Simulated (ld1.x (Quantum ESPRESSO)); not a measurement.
## What one change does to a pseudopotential (Ne, RRKJ)

ld1.x (Quantum ESPRESSO) 7.5 input, shortened:

```
&input
   title='Ne', zed=10., rel=1, dft='PBE', iswitch=3,
   config='[He] 2s2 2p5'
 /
 &inputp
   pseudotype=2, tm=.false., rho0=0.01, lloc=-1, rcloc=0.70,
   nlcc=.true., new_core_ps=.true.
 /
2
2S  1  0   2.00   0.00  0.70  0.70  0.0
2P  2  1   5.00   0.00  1.20  1.20  0.0
 &test
   configts(1)='2s2 2p5'
 /
```

Change: local potential all-electron potential smoothed inside 1.14 bohr (lloc = -1).

Cutoffs: the cutoffs (Ry, on a coarse ladder) from which the occupation-weighted sum of valence levels, in a spherical-Bessel basis at the reference potential, stays within 10 and 1 mRy of its value at 400 Ry; they do not see the model core or the augmentation charge, which bear on the density cutoff. Errors are all-electron minus pseudo energies relative to the spin-unpolarised reference configuration.

Q: How do hardness, ghosts and transferability respond?

A: The potential gets neither clearly harder nor softer (200 Ry and 260 Ry → 200 Ry and 260 Ry); a bound ghost appears in s, which as a rule spoils a file; of the 6 tests that both files solve, the error grows in 0 and shrinks in 5 by more than 15 % and 0.3 meV (median size 44.1 → 35.6 meV). In the separable form a ghost depends on how the local part lies against the semilocal potential of the channel, so the choice of the local part can create or remove one. That the errors move this way runs against the usual rule that smaller radii transfer better.

| quantity | base | changed |
| --- | --- | --- |
| cutoff, loose | 200 Ry | 200 Ry |
| cutoff, tight | 260 Ry | 260 Ry |
| bound ghosts | none | s |
| error for 2s2 2p6, meV [ΔE -22.48 eV] | +14 | +3.9 |
| error for 2s2 2p4, meV [ΔE 43.27 eV] | +61 | +43 |
| error for 2s2 2p3, meV [ΔE 110.70 eV] | +436 | +347 |
| error for 2s1 2p6, meV [ΔE 23.41 eV] | +27 | +28 |
| error for 2s2 2p5.5, meV [ΔE -13.61 eV] | +6.1 | +3.1 |
| error for 2s2 2p2, meV [ΔE 205.33 eV] | +1547 | +1313 |
| s: phases at 1.30 bohr within 0.05 rad from the reference energy up to (Ry; the scan ends near 5) | to the end of the scan | 4.5 |
| p: phases at 1.30 bohr within 0.05 rad from the reference energy up to (Ry; the scan ends near 5) | 4.0 | 3.7 |

 A true bound ghost makes a file unfit for plane-wave use even where its test errors are small: the radial tests pick states by their node count and pass the ghost by.
